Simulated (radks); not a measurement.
Valence configurations of As+ (all share [Ar]). Method: Dirac Kohn-Sham, PBE, spin-unpolarised, spherical densities, point nucleus; open shells fill j = l - 1/2 first; computed with a radial shooting solver on a logarithmic mesh with Libxc functionals. Energies are relative to 3d10 4s2 4p2; eigenvalues in eV.

valence           E (eV)  e(3d3/2)  e(3d5/2)  e(4p1/2)  e(4p3/2)  e(4s1/2)
3d10 4s2 4p2       0.000   -50.644   -49.915   -13.477         -   -23.245
3d10 4s1.5 4p2.5   5.075   -51.509   -50.779   -13.863   -13.522   -23.721
3d10 4s1 4p3      10.198   -52.353   -51.623   -14.235   -13.887   -24.180
3d10 4s0.5 4p3.5  15.367   -53.180   -52.448   -14.596   -14.241   -24.624
3d9.5 4s1.5 4p3   24.845   -57.052   -56.299   -14.827   -14.451   -25.125
3d9 4s2 4p3       41.402   -61.929   -61.155   -15.425   -15.022   -26.072
3d9 4s1 4p4       52.535   -63.510   -62.735   -16.114   -15.696   -26.912
3d8 4s2 4p4       92.454   -73.717   -72.897   -17.311   -16.836   -28.775
3d8 4s1 4p5       104.47   -75.191   -74.369   -17.947   -17.458   -29.541
3d7 4s2 4p5       153.70   -85.984   -85.116   -19.158   -18.609   -31.380

NIST lists [Ar] 3d10 4s2 4p2 as the ground configuration; this level of theory agrees among the configurations tried. The energies are those of spherical spin-averaged densities, not of single terms.
